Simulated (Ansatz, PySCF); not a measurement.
System: sum formula H₄SiO₂, charge 0, multiplicity 1. SMILES: [SiH2](O)O
Coordinates optimised at B3LYP-D3(BJ)/def2-TZVP (Ansatz, a first-principles code):
```
Si
O 1 1.6456
H 2 0.9596 1 119.42
O 1 1.6456 2 114.22 3 82.78
H 4 0.9596 1 119.42 2 -82.78
H 1 1.4685 2 105.68 3 -161.50
H 1 1.4846 6 113.37 4 119.29
```
Charge 0, spin multiplicity 1.

PBE beside other levels, property by property. Correlated levels leave the core frozen unless marked. UHF or UKS for open shells. Spin-orbit coupling is left out. Non-relativistic. Basis-set limits of correlation are two-point, X^-3; Hartree-Fock from the larger set (for Q and 5 zeta extrapolated as (X+1)exp(-9√X)). Rows marked 298 K are enthalpies with B3LYP-D3(BJ) harmonic zero-point and thermal terms from PySCF. Atomisation energies are electronic, to ground-state atoms; the column to compare with has the core term from cc-pwCVTZ added, other frozen-core levels have none. Anions need diffuse functions, of which def2-TZVPD holds fewer than the aug- sets. The coupled-cluster column (Ansatz) is a level with limits of its own: (a) CCSD(T)/CBS(aug-cc-pV(T+d)Z,aug-cc-pV(Q+d)Z); (b) CCSD(T)/CBS(cc-pV(Q+d)Z,cc-pV(5+d)Z).

```tsv
property	B3LYP-D3(BJ)/def2-TZVPD (Ansatz + dftd3)	wB97X-V/def2-TZVPD (Ansatz)	CCSD(T)/cc-pV(D+d)Z (Ansatz)	coupled cluster
atomisation energy (kcal/mol)	600.3	604.0	544.0	609.4 (b)
deprotonation enthalpy (H-O bond), 298 K, to [O-][SiH2]O + H+ (kcal/mol)	353.0	354.1	365.5	353.6 (a)
H-Si bond dissociation enthalpy, 298 K, to O[SiH]O + H atom (kcal/mol)	92.7	94.5	91.8	95.4 (b)
O-Si bond dissociation enthalpy, 298 K, to O[SiH2] + [OH] (HO) (kcal/mol)	124.7	128.8	118.8	132.3 (b)
```

### Question
What does PBE/def2-TZVPD (Ansatz) give for each property, and on which side of coupled cluster does it fall?

### Answer

- atomisation energy: PBE lies 7.9 kcal/mol below coupled cluster; PBE gives 601.5 kcal/mol.
- deprotonation enthalpy (H-O bond), 298 K, to [O-][SiH2]O + H+: PBE lies 4.6 kcal/mol below coupled cluster; PBE gives 349.0 kcal/mol.
- H-Si bond dissociation enthalpy, 298 K, to O[SiH]O + H atom: PBE lies 8.0 kcal/mol below coupled cluster; PBE gives 87.4 kcal/mol.
- O-Si bond dissociation enthalpy, 298 K, to O[SiH2] + [OH] (HO): PBE lies 7.6 kcal/mol below coupled cluster; PBE gives 124.7 kcal/mol.
